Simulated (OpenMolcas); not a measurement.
**Lines of O IV: computed and rescaled rates**

```
Program             : OpenMolcas
Method              : MS-CASPT2, IPEA 0.25 Eh, imaginary shift 0.1 Eh (closed shells correlated: 1s)
Basis               : ANO-R3 [4s4p2d1f]
Scalar Hamiltonian  : X2C, finite nucleus
Active space        : 3 electrons in 4 orbitals (2s 2p)
State averaging     : 2S+1 = 4 odd, 1 root; 2S+1 = 2 odd, 11 roots; 2S+1 = 4 even, 3 roots; 2S+1 = 2 even, 9 roots
Spin-orbit coupling : RASSI with atomic mean-field integrals over the reference wave functions, term energies averaged over their components
```

Rates come from the transition moments of the reference wave functions (E1 and E2 in the length form). At fixed line strength A goes as λ^-3 for E1 and M1 and as λ^-5 for E2, so a rate at the computed wavelength can be rescaled to the measured one. Measured vacuum wavelengths follow from level energies in Moore, Selected Tables of Atomic Spectra, NSRDS-NBS 3, section 10. Branching counts decays inside the model space alone, at computed energies, and the table is only a selection of the E1 lines, drawn from those between levels with measured partners whose computed energy lies within a factor of 1.5 of the measured one.

```csv
Upper,Lower,Type,λ computed (nm),λ measured (nm),A computed (s-1),A rescaled (s-1),Branching %
2s 2p² ⁴P_1/2,2s² 2p ²P°_3/2,E1,143.3,140.7,1.66e+03,,50.3
2s 2p² ⁴P_3/2,2s² 2p ²P°_3/2,E1,143.1,140.5,3.60e+02,,88.4
2s 2p² ⁴P_5/2,2s² 2p ²P°_3/2,E1,142.7,140.1,1.20e+03,,100.0
2s 2p² ⁴P_1/2,2s² 2p ²P°_1/2,E1,142.6,140,1.64e+03,,49.7
2s 2p² ⁴P_3/2,2s² 2p ²P°_1/2,E1,142.4,139.7,4.74e+01,,11.6
2p³ ²D°_5/2,2s 2p² ²P_3/2,E1,136.4,134.4,3.57e+08,3.73e+08,15.5
2p³ ²D°_3/2,2s 2p² ²P_1/2,E1,136,133.9,3.04e+08,3.19e+08,13.2
2p³ ²P°_3/2,2s 2p² ²P_3/2,E1,92.77,92.34,1.49e+09,1.51e+09,25.8
2p³ ²P°_1/2,2s 2p² ²P_1/2,E1,92.57,92.14,1.21e+09,1.23e+09,20.8
2s 2p² ²D_3/2,2s² 2p ²P°_3/2,E1,78.81,79.01,1.42e+08,1.41e+08,16.2
2s 2p² ²D_5/2,2s² 2p ²P°_3/2,E1,78.81,79.02,8.68e+08,8.61e+08,100.0
2s 2p² ²D_3/2,2s² 2p ²P°_1/2,E1,78.59,78.77,7.33e+08,7.28e+08,83.8
2p³ ²D°_3/2,2s 2p² ²D_3/2,E1,77.63,77.98,1.73e+09,1.71e+09,75.4
2p³ ²D°_5/2,2s 2p² ²D_5/2,E1,77.63,77.99,1.81e+09,1.79e+09,78.7
2p³ ⁴S°_3/2,2s 2p² ⁴P_5/2,E1,62.44,62.59,3.59e+09,3.56e+09,49.9
2p³ ⁴S°_3/2,2s 2p² ⁴P_3/2,E1,62.36,62.51,2.40e+09,2.38e+09,33.4
2p³ ⁴S°_3/2,2s 2p² ⁴P_1/2,E1,62.31,62.46,1.21e+09,1.20e+09,16.7
2p³ ²P°_1/2,2s 2p² ²D_3/2,E1,61.24,61.7,3.45e+09,3.37e+09,59.5
2p³ ²P°_3/2,2s 2p² ²D_5/2,E1,61.23,61.7,3.07e+09,3.00e+09,53.1
2s 2p² ²S_1/2,2s² 2p ²P°_3/2,E1,60.76,60.98,2.74e+09,2.71e+09,65.3
2s 2p² ²S_1/2,2s² 2p ²P°_1/2,E1,60.63,60.84,1.46e+09,1.44e+09,34.7
2s 2p² ²P_1/2,2s² 2p ²P°_3/2,E1,54.9,55.53,2.64e+09,2.55e+09,34.1
2s 2p² ²P_3/2,2s² 2p ²P°_3/2,E1,54.82,55.45,6.46e+09,6.24e+09,83.4
2s 2p² ²P_1/2,2s² 2p ²P°_1/2,E1,54.79,55.41,5.10e+09,4.93e+09,65.9
2s 2p² ²P_3/2,2s² 2p ²P°_1/2,E1,54.72,55.33,1.29e+09,1.25e+09,16.6
```

Spin-changing lines and M1 lines between different terms are not rescaled, since their strength hangs on the term gaps too.

The largest correction is for 2p³ ²D°_3/2 → 2s 2p² ²P_1/2 (E1): 3.04e+08 × (136 / 133.9)^3 = 3.19e+08 s-1, a factor of 1.05.

The computed rate and branching of 2s 2p² ²D_5/2 → 2s² 2p ²P°_3/2 give the upper level a radiative lifetime of 1.000 / 8.68e+08 s-1 = 1.15e-09 s, counting decays inside the model space alone. The rescaled rate gives about 1.2e-09 s.

The computed order of these levels differs from the measured one in 2 places, and where term gaps are wrong the rates of spin-changing lines can be off by large factors.

No measured rate stands beside these. Rescaling mends the energy factor alone: line strengths can still be far off where a level mixes with configurations outside the active space, and weak or spin-changing lines hang on small mixing coefficients that depend on the term gaps too, so rescaling need not improve them.

Term energies are means over components that CASPT2 splits; among the terms shown or strongly mixed into the levels shown the widest spread is 490 cm-1 (2p³ ²D°). Measured partners are found by configuration, term and J. A level has none where our copy of the source lacks it or the pairing is in doubt (some pairs that miss far off the trend of their configuration count as doubtful). Levels of configurations outside the active space are missing.

° marks odd parity.
